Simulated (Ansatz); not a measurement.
Geometry optimisation, Ansatz 0.2.0, RKS PBE-D4/def2-SVP.

Input:

```yaml
crystal:
  periodic: [false, false, false]
  atoms:
    - { symbol: Zr, position_ang: [-0.126307, 0.017888, -0.888012] }
    - { symbol: Cl, position_ang: [1.702245, -1.57699, 0.258665] }
    - { symbol: Cl, position_ang: [-0.025261, -0.314243, -3.178754] }
    - { symbol: Cl, position_ang: [-2.303123, -0.470508, -0.241563] }
    - { symbol: Cl, position_ang: [0.275518, 2.276255, -0.527512] }
    - { symbol: H, position_ang: [0.447052, -0.197098, 2.118824] }
    - { symbol: H, position_ang: [0.029876, 0.264595, 2.458352] }
basis:
  gaussian: { orbitals: def2-SVP }
hamiltonian:
  xc: pbe
  dispersion: d4
relax:
  f_tol: 0.03
  max_steps: 50
```

Command:

```bash
$ ansatz run input.yaml --threads 2 --pin off --max-ram 3072MiB --backend cpu --events-out ev --progress --plain --runs-dir out
```

Question: Where does it end, and by what steps?

Answer: It converged. After 5 steps the energy has fallen by 0.654 eV; Cl2 moved furthest, 0.40 Å.

```tsv
step	energy less start (eV)	largest force component (eV/Å)	accepted
0	0.0000	1.754	yes
1	-0.5835	0.246	yes
2	-0.6366	0.094	yes
3	-0.6480	0.113	yes
4	-0.6528	0.074	yes
5	-0.6537	0.025	yes
```

```xyz
7
Properties=species:S:1:pos:R:3
Zr -0.070 -0.048 -1.018
Cl 1.542 -1.465 -0.093
Cl -0.046 -0.314 -3.334
Cl -2.191 -0.609 -0.219
Cl 0.425 2.177 -0.512
H 0.427 -0.136 2.481
H -0.087 0.395 2.695
```

Run time: 13 s on 2 threads of AMD EPYC 7R13 Processor (Zen 3), on a shared host, peak memory 0.19 GiB.
